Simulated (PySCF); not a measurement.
Species: C3H6OSi.
Geometry (PBE0-D3(BJ)/def2-SVP, Å), atoms numbered from 1 in this order:
```xyz
11
C3H6OSi angstrom
C     -1.6312    0.8689   -0.9319
C     -0.9493    0.1515   -0.0304
Si     0.7509   -0.5503   -0.3498
C      1.9998    0.3680    0.8100
O      2.5287   -0.1555    1.7579
H     -1.2315    1.0701   -1.9323
H     -2.6205    1.2865   -0.7154
H     -1.4058   -0.0172    0.9544
H      1.1290   -0.2613   -1.7690
H      0.8290   -2.0094   -0.0522
H      2.2025    1.4559    0.5827
```

Computed, not measured: PySCF 2.14.0, PBE0-D3(BJ)/def2-SVP geometry optimisation, gas phase.

Masses are those of the commonest isotopes; rigid-rotor values at the optimised geometry. The values belong to one conformer with, in the numbering `[CH2:1]=[CH:2][SiH2:3][CH:4]=[O:5]`, C1–C2–Si3–C4 113°, C2–Si3–C4–O5 109°.

Question: What are A, B and C (GHz)?

Answer: Ia = 48.44, Ib = 265.98, Ic = 284.79 u·Å²; 505379 MHz·u·Å²/I gives 10434, 1900 and 1775 MHz, that is A = 10.434, B = 1.9001, C = 1.7745 GHz.

Question: Classify the top.

Answer: A near-prolate asymmetric top: κ = (2 × 1900 − 10434 − 1775)/(10434 − 1775) = -0.97.

Question: Is it planar, by Δ = Ic − Ia − Ib?

Answer: Not planar: Δ = Ic − Ia − Ib = -29.62 u·Å². For a rigid frame Δ = −2 Σ m c², so Σ m c² = 14.81 u·Å² lies off the ab plane: 8.01 from hydrogen and 6.80 from heavier atoms. The atom farthest from that plane is 1.43 Å away.

Question: List the rotational levels J(Ka,Kc) to J = 5 (cm⁻¹).

Answer: Above 0(0,0):
J = 1: 1(0,1) 0.1226, 1(1,1) 0.4072, 1(1,0) 0.4114
J = 2: 2(0,2) 0.3677, 2(1,2) 0.6482, 2(1,1) 0.6608, 2(2,1) 1.5148, 2(2,0) 1.5148
J = 3: 3(0,3) 0.7352, 3(1,3) 1.0096, 3(1,2) 1.0347, 3(2,2) 1.8825, 3(2,1) 1.8827, 3(3,1) 3.3163, 3(3,0) 3.3163
J = 4: 4(0,4) 1.2250, 4(1,4) 1.4914, 4(1,3) 1.5333, 4(2,3) 2.3727, 4(2,2) 2.3734, 4(3,2) 3.8067, 4(3,1) 3.8067, 4(4,1) 5.8139, 4(4,0) 5.8139
J = 5: 5(0,5) 1.8370, 5(1,5) 2.0936, 5(1,4) 2.1564, 5(2,4) 2.9855, 5(2,3) 2.9871, 5(3,3) 4.4197, 5(3,2) 4.4197, 5(4,2) 6.4269, 5(4,1) 6.4269, 5(5,1) 9.0076, 5(5,0) 9.0076
Those of J = 1 are B + C, A + C and A + B.

Question: Which types of transition are allowed, and where do some lines up to J = 2 fall?

Answer: The dipole components are |μa| = 2.51 D, |μb| = 0.09 D, |μc| = 0.91 D. The squared components, which scale the intensities, stand as 1.00 : 0.00 : 0.13 (a : b : c). Some lines, for components of 0.1 D or more:

| type | branch | J(Ka,Kc) | MHz | lower level (cm⁻¹) |
| --- | --- | --- | --- | --- |
| a | Q | 2(1,1) ← 2(1,2) | 377 | 0.648 |
| a | R | 1(0,1) ← 0(0,0) | 3675 | 0.000 |
| a | R | 2(1,2) ← 1(1,1) | 7224 | 0.407 |
| a | R | 2(0,2) ← 1(0,1) | 7348 | 0.123 |
| a | R | 2(1,1) ← 1(1,0) | 7475 | 0.411 |
| c | Q | 2(1,2) ← 2(0,2) | 8410 | 0.368 |
| c | Q | 1(1,1) ← 1(0,1) | 8534 | 0.123 |
| c | R | 1(1,0) ← 0(0,0) | 12334 | 0.000 |
| c | R | 2(1,1) ← 1(0,1) | 16134 | 0.123 |
| c | Q | 2(2,1) ← 2(1,1) | 25602 | 0.661 |
| c | R | 2(2,0) ← 1(1,0) | 33078 | 0.411 |
| c | R | 2(2,1) ← 1(1,1) | 33202 | 0.407 |

Question: Estimate the classical rotational partition function at 50 K, 100 K and 298.15 K.

Answer: Point group C1, symmetry number σ = 1; q = (√π/σ)·√((kT/h)³/(ABC)), k/h = 20836.6 MHz/K: 10000 at 50 K, 28400 at 100 K, 146000 at 298.15 K.

PBE0-D3(BJ)/def2-SVP frequencies: not computed here. Zero-point vibration and centrifugal distortion are left out.
